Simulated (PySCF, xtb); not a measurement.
C2H6N2Si2, SMILES N1=C[SiH2][SiH2]N=C1.

xtb with GFN2-xTB at its own geometry gives an orbital gap of 1.44 eV and a dipole moment of 2.19 D.

Geometry: r2SCAN-D4/def2-SVP. This is a generated structure with no PubChem entry under its InChIKey; it may be hypothetical.

Question: What does PBE/def2-TZVP (PySCF) give? (An estimate is asked for; the answer gives what the named calculation found.)

Answer: gap 2.15 eV (levels -5.48 and -3.33 eV), dipole 1.67 D.
